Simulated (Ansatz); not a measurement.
Isolated molecules relaxed with PBE0-D4/def2-TZVP in Ansatz; ΔE leaves out vibrations. CCSD(T)/CBS adds triple-zeta CCSD(T) − MP2 to the extrapolated MP2 energy (def2 sets, frozen cores). This one scheme is used for every species. Functionals use def2-TZVPP. B3LYP here is the variant with VWN-RPA as its local correlation; programs differ in this. HSE06 is defined as in plane-wave codes. Each species was taken in one conformer, which may not be the lowest.

Reaction (formal hydrolysis of the Si–Si bond): `BS[SiH2][SiH2][SiH3]` + H₂O → `O[SiH2][SiH3]` + `BS[SiH3]`

```json
{"level": "HSE06-D4", "ΔE (eV)": "-0.48"}
{"level": "CAM-B3LYP-D4", "ΔE (eV)": "-0.76"}
{"level": "ωB97M-V", "ΔE (eV)": "-0.70"}
{"level": "B3LYP", "ΔE (eV)": "-0.83"}
{"level": "r2SCAN0", "ΔE (eV)": "-0.67"}
{"level": "HF/def2-SVP", "ΔE (eV)": "-0.90"}
{"level": "HF/def2-TZVPP", "ΔE (eV)": "-1.05"}
{"level": "MP2/CBS(def2)", "ΔE (eV)": "-0.65"}
```

(1) What does CCSD(T)/CBS give? (Best estimate.)

(2) What do rigid-rotor, harmonic-oscillator terms from PBE0-D4/def2-TZVP frequencies (298.15 K, 1 bar) make of the CCSD(T)/CBS value? (Best estimate.)

Largest T1 diagnostic among the species: 0.015.

Results:

(1) The calculation gave: -0.62 eV. The listed levels differ from it by 0.14, -0.14, -0.08, -0.21, -0.05, -0.28, -0.43, -0.03 eV.

(2) The calculation gave: ΔZPE = -0.02 eV, ΔH = -0.67 eV, ΔS = 23 J/(mol·K), ΔG = -0.74 eV. Modes under 50 cm⁻¹ make the entropy rough.

From BLYP to BHLYP (50 % exact exchange), in def2-TZVPP and without D4, ΔE moves by −0.07 eV. In def2-TZVPP, CCSD(T) changes the Hartree–Fock value by +0.40 eV (the triples alone add +0.06 eV) and MP2 by +0.37 eV. Leaving LDA and LC-ωPBE aside and taking each functional with its dispersion term where it has one, the values, not all of them listed here, spread over 0.37 eV, from B2PLYP to revPBE-D4. LDA lies +0.07 eV from PBE without D4.
